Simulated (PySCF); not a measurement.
An unknown shows these calculated signals:

1H NMR (400 MHz, computed): δ 4.59 (m, 2H).

13C{1H} NMR (computed): δ 136.0 (C), 108.7 (C).

Equivalent nuclei averaged, a single conformation, relativity neglected, isolated molecule. Shielding tensors at PBE0/pcSseg-1 (GIAO); geometry from GFN2-xTB; PySCF.

Scale: 1H and 13C vs TMS (reference shieldings calculated alike).

Which of these does the molecule contain: a Si–H bond, a CF3 group, a tert-butyl group, an OH group, an N-methyl group?

Results:


- A Si–H bond: yes (δH 4.59 (m)).
- A CF3 group: yes (δC 136.0).
- A tert-butyl group: no.
- An OH group: no.
- An N-methyl group: no.

The data belong to SMILES FC(F)(F)[SiH2]C(Cl)(Cl)Cl, C2H2Cl3F3Si; they needn't prove each group on their own.

Carbon signals by region: 2 in the sp2 and nitrile region (100–160 ppm).

Carbons that carry Cl, above all several Cl atoms, come out too deshielded, partly because spin–orbit coupling is missing. Splittings by 19F in the carbon and heteronuclear signals aren't shown, as no couplings were computed. Shifts are as computed. Against solution values, carbons near 30 ppm lie about +3 ppm off and those near 130 ppm about +5 ppm; carbons on Cl a further +6 ppm. Of 1211 compounds with measured shifts, 218 miss one by over three times the rms of a fit or turn the order of signals round; such compounds aren't used in these exercises.
